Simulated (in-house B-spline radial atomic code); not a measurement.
Checks on a self-consistent run for As VII (As6+), [Ar] 3d8 7p1. Method: Dirac-Hartree-Fock, average of configuration, Fermi nucleus of rms radius 4.0968 fm. Calculated with an all-electron radial atomic-structure program (B-spline basis).

```csv
orbital,q,ε (Eh),<1/r>,<r²>,small-component weight
1s1/2,2,-444.09091,33.4726,0.00278434,0.014274
2s1/2,2,-62.69500,7.44855,0.0480365,0.0028084
2p1/2,2,-56.31075,7.3784,0.0373818,0.0027745
2p3/2,4,-54.95307,7.16747,0.0388244,0.0027172
3s1/2,2,-12.81114,2.44312,0.391184,0.00067451
3p1/2,2,-10.56837,2.32861,0.407018,0.00062716
3p3/2,4,-10.36222,2.28186,0.418815,0.00061386
3d3/2,3.2,-6.66100,2.05442,0.446969,0.00051373
3d5/2,4.8,-6.62906,2.04234,0.45142,0.0005098
7p1/2,0.33333,-0.70617,0.192789,59.9188,2.29e-05
7p3/2,0.66667,-0.70308,0.191685,60.4543,2.2751e-05
```

Electron-electron repulsion V_ee = 756.2298 hartree.

(1) What total energy follows from the eigenvalues?

(2) Does the Dirac virial theorem hold?

(3) What diamagnetic shielding (Lamb formula) and susceptibility (Langevin formula) do the radii give?

Answers

(1) The eigenvalues count the repulsion twice, so E = Σqε - V_ee = -1488.052 - 756.230 = -2244.282 hartree; the run printed -2244.282.

(2) For a point nucleus E = -2c²Σq·w, with w the small-component weight. Here Σq·w = 0.059755 and c = 137.0360, so the ratio E/(-2c²Σq·w) is 1.000013; the finite nucleus accounts for the departure from 1.

(3) σ = (α²/3)Σq<1/r> = 160.509/(3·137.036²) = 2849.1 ppm, and χ = -0.79199×10⁻⁶·Σq<r²> = -53.44×10⁻⁶ cm³/mol with Σq<r²> = 67.476 bohr². Both are non-relativistic formulas without the paramagnetism of open shells.
